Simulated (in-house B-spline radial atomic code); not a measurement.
## Ionising Se IX (Se8+) with different functionals

Computed with a B-spline radial code for spherical atoms: scalar-relativistic (spin-free X2C) Hamiltonian, Fermi nucleus of rms radius 4.14 fm, spin-polarised at highest spin, spherical fractional occupations for the functionals, the average over the highest-spin determinants for Hartree-Fock. The ionisation energy is the difference of two self-consistent energies, [Ar] 3d8 → [Ar] 3d7, without Breit or QED terms; ε is the level of the shell that loses the electron (its least bound occupied spin orbital). There is no spin-orbit coupling in this Hamiltonian.

Hybrids are left out here: with spherical fractional occupations of an open shell their exact exchange keeps a self-interaction that integer-occupation calculations don't have.

| method | rung | ΔSCF (eV) | -ε(3d) (eV) |
| --- | --- | --- | --- |
| Hartree-Fock | Hartree-Fock | 218.78 | 222.12 |
| LDA VWN5 | LDA | 221.42 | 204.24 |
| LDA PW92 | LDA | 221.41 | 204.23 |
| LDA exchange-only | LDA | 218.89 | 201.78 |
| PBE | GGA | 221.02 | 203.86 |
| PBEsol | GGA | 220.97 | 203.81 |
| BLYP | GGA | 220.90 | 203.74 |
| RPBE | GGA | 220.92 | 203.77 |
| PW91 | GGA | ? | ? |
| BP86 | GGA | ? | ? |
| AM05 | GGA | 221.04 | 203.87 |
| OLYP | GGA | 221.71 | 204.58 |
| TPSS | meta-GGA | 220.82 | 203.70 |
| SCAN | meta-GGA | 220.94 | 204.05 |
| r2SCAN | meta-GGA | 221.01 | 204.11 |
| revTPSS | meta-GGA | 220.62 | 203.52 |

**Question.** What does BP86 give?

**Answer.** ΔSCF 221.17 eV, and -ε(3d) = 203.98 eV.

**Question.** What does PW91 give?

**Answer.** ΔSCF 221.24 eV, and -ε(3d) = 204.06 eV.

**Question.** How do they compare with the NIST value?

**Answer.** NIST lists 219 eV ± 2.2 (tabulated theory, ground level to ground level). Errors run from -0.22 to +2.71 eV; all lie within about twice that uncertainty, so the table can't rank the methods. Hartree-Fock also lacks correlation.
